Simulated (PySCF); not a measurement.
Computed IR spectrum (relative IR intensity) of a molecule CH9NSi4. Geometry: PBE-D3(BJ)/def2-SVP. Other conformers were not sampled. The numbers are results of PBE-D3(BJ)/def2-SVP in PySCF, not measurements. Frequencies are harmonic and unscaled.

Lines under 2 % of the strongest are left out, and lines within 2 cm⁻¹ are merged.

```
ν (cm⁻¹)  relative intensity
--------  ------------------
328                      3.6
398                      7.0
419                      2.1
475                      4.1
553                      6.3
613                       59
650                      8.7
658                       72
673                      5.5
732                       16
755                       48
833                      100
865                       41
875                       13
899                       44
902                      2.9
910                       63
1241                     7.7
1536                      26
2110                      51
2133                      54
2146                      21
2152                      21
2155                      45
2167                      90
2170                      14
2173                      52
2938                      33
```

Problem. Which structure fits?
(A) [SiH3]N=C1[SiH2][SiH2][SiH2]1
(B) [SiH3][Si@H]1C=N[SiH2][SiH2]1
(C) [SiH3][SiH2][Si@H]1C=N[SiH2]1
(D) [SiH3]C1=N[SiH2][SiH2][SiH2]1

Solution. C, [SiH3][SiH2][Si@H]1C=N[SiH2]1
